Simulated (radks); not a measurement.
Question: Numerical settings for the selenium ion Se+, [Ar] 3d10 4s2 4p3. Method: scalar-relativistic Kohn-Sham, LDA (Slater exchange, Perdew-Wang correlation), spin-polarised, spherical densities, finite nucleus; open shells are filled with parallel spins first; Fermi nuclear charge, rms radius 4.14 fm; computed with a radial shooting solver on a logarithmic mesh with Libxc functionals. The defaults (mesh step 0.008 in ln r, mesh end at 40 bohr or more with all orbitals vanishing there, Anderson mixing 0.5 over 9 steps, residual threshold near 1e-9 with the energy settled to 1e-9 hartree or 1e-11 of itself, here a cap of 85 iterations) give E = -2426.4311 hartree and 4p at -16.434 eV in 15 iterations. Times are rough (one thread of a shared host). One setting is changed at a time: mesh step in ln r 0.03; mesh step in ln r 0.003; mesh step in ln r 0.05; mesh end (bohr) 1; mesh end (bohr) 8; residual threshold 1e-05; residual threshold 0.001; mixing 2.5; linear mixing, mixing 0.5; linear mixing, mixing 0.8; mixing history 20; iteration cap 3. Which runs fail to converge, and which converge to a wrong energy?

Answer: Not converged within the cap: linear mixing, mixing 0.8; iteration cap 3. Settled on a wrong energy, with an occupied level pushed above zero by the early mesh end: mesh end (bohr) 1 (+128 hartree). Apart from these: no run marked as converged misses the energy by more than 1 mhartree.
